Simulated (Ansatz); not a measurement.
`[SiH3]O[AsH2]` + `O[SiH2][SiH3]` → `[SiH3]O[SiH2][SiH3]` + `O[AsH2]` at 400 K and 1 bar (ligand exchange at the Si–O bond).

Isolated molecules relaxed with PBE0-D4/def2-TZVP in Ansatz; ΔE leaves out vibrations. CCSD(T)/CBS adds triple-zeta CCSD(T) − MP2 to the extrapolated MP2 energy (def2 sets, frozen cores). For As outer-core shells are correlated without core-valence functions, which leaves a few kJ/mol of doubt a bond. Scalar relativity is left out up to krypton. One conformer a species, not always the lowest.

```json
{"species": "`[SiH3]O[AsH2]`", "CCSD(T)/CBS energy (Eh)": "-2602.28728", "H − E (kJ/mol)": "145.6", "S (J/(mol·K))": "365.5"}
{"species": "`O[SiH2][SiH3]`", "CCSD(T)/CBS energy (Eh)": "-656.96789", "H − E (kJ/mol)": "175.5", "S (J/(mol·K))": "352.4"}
{"species": "`[SiH3]O[SiH2][SiH3]`", "CCSD(T)/CBS energy (Eh)": "-947.28799", "H − E (kJ/mol)": "227.4", "S (J/(mol·K))": "435.6"}
{"species": "`O[AsH2]`", "CCSD(T)/CBS energy (Eh)": "-2311.97217", "H − E (kJ/mol)": "94.9", "S (J/(mol·K))": "282.5"}
```

H − E and S are ideal-gas, rigid-rotor, harmonic terms from PBE0-D4/def2-TZVP, for one conformer and one mirror image of each species. 1 Eh = 2625.50 kJ/mol, R = 8.31446 J/(mol·K).

By hand: ΔE, ΔH, ΔS and ΔG.

ΔE = (-947.28799) + (-2311.97217) − (-2602.28728) − (-656.96789) = -0.00499 Eh = -13.1 kJ/mol. Δ(H − E) = 227.4 + 94.9 − 145.6 − 175.5 = 1.2, so ΔH = -11.9 kJ/mol. ΔS = 435.6 + 282.5 − 365.5 − 352.4 = 0.2 J/(mol·K). ΔG = -11.9 − 400 × (0.2)/1000 = -12.0 kJ/mol.

By hand: the equilibrium constant, and the temperature at which ΔG would vanish if ΔH and ΔS stayed fixed.

log₁₀ K = −ΔG/(RT ln 10) = 1.6. ΔH and −TΔS have one sign here, so there is no such temperature.

The number of gas molecules stays the same, so ΔS is small and ΔH decides. A doubt of 5 kJ/mol in ΔE shifts log₁₀ K by 0.7 here. Other conformers and mirror images would add mixing entropy, several J/(mol·K) or more a flexible species. Modes under 60 cm⁻¹, often nearly free rotors, make the harmonic entropy too high. These are equilibria of isolated gas molecules and say nothing of rates. Largest T1 diagnostic: 0.012 (customary marks: 0.02 for closed shells, 0.045 for open ones).

ΔS is within the doubt of such terms, so its sign, and with it that verdict, could turn.
